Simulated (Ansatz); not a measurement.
Program: Ansatz. Geometries: PBE0-D4/def2-TZVP. ΔE: electronic, gas phase. CCSD(T)/CBS is the MP2 limit (def2-TZVPP, def2-QZVPP) plus CCSD(T) − MP2 in def2-TZVPP, frozen cores. DFT in def2-TZVPP. B3LYP here is the variant with VWN-RPA as its local correlation; programs differ in this. def2 core potentials past Kr. For Sb outer-core shells are correlated without core-valence functions, which leaves a few kJ/mol of doubt a bond. One conformer a species, not always the lowest.

`O[SiH](O)O[SiH](O)F` + `[CH3][SbH][CH3]` → `C[Si@H](O)O[Si@@H](O)F` + `[CH3][SbH][OH]`  (redistribution)

CCSD(T)/CBS gives +81.1 kJ/mol.

Problem. Another level gave +76.9 kJ/mol. Which?
A. MP2/def2-TZVPP
B. B3LYP/def2-TZVPP
C. PBE/def2-TZVPP
D. HF/def2-TZVPP

Solution. B. B3LYP 76.9, MP2/def2-TZVPP 88.1, PBE 68.3, HF/def2-TZVPP 93.8 kJ/mol.

Largest T1 diagnostic among the species: 0.013.

From PBE to PBE0 (25 % exact exchange), in def2-TZVPP and without D4, ΔE moves by +8.7 kJ/mol. In def2-TZVPP, CCSD(T) changes the Hartree–Fock value by −8.8 kJ/mol (the triples alone add −2.3 kJ/mol) and MP2 by −5.8 kJ/mol.
